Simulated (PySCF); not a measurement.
**Cobalt: a sound run and one with changed settings**

Sound run: Co⁺ [Ar] 3d8, Co²⁺ [Ar] 3d7. All numbers are calculated (PySCF 2.14, no relativity, point nucleus, in 6-31G*). In the sound run the correlated levels freeze [Ar]. The sound run starts from symmetry-adapted Hartree-Fock orbitals and uses a fine grid where one is needed.

Changed run: initial guess 1e, at most 50 SCF cycles.

| species | method | sound run (hartree) | changed run (hartree) | converged |
| --- | --- | --- | --- | --- |
| Co⁺ | UHF | -1380.86053 | -1380.86053 | yes |
| Co⁺ | M06-L | -1382.14212 | -1382.14212 | yes |
| Co⁺ | MN15 | -1382.31111 | -1382.23544 | yes |
| Co⁺ | MP2 | -1381.01559 | -1381.01559 | yes |
| Co²⁺ | UHF | -1380.39450 | -1380.39450 | yes |
| Co²⁺ | M06-L | -1381.57470 | -1381.57470 | yes |
| Co²⁺ | MN15 | -1381.73724 | -1381.74085 | yes |
| Co²⁺ | MP2 | -1380.48842 | -1380.48842 | yes |

Ionisation energy of Co⁺:

```tsv
method	sound run (eV)	changed run (eV)
UHF	12.681	12.681
M06-L	15.440	15.440
MP2	14.345	14.345
SCS-MP2	14.247	14.246
```

The plain start fixes occupations by D2h representation alone, and Co⁺ at MN15, Co²⁺ at MN15 landed in another state (other ⟨L²⟩ or ⟨S²⟩). 

For comparison, NIST gives 17.084 eV between the lowest levels.
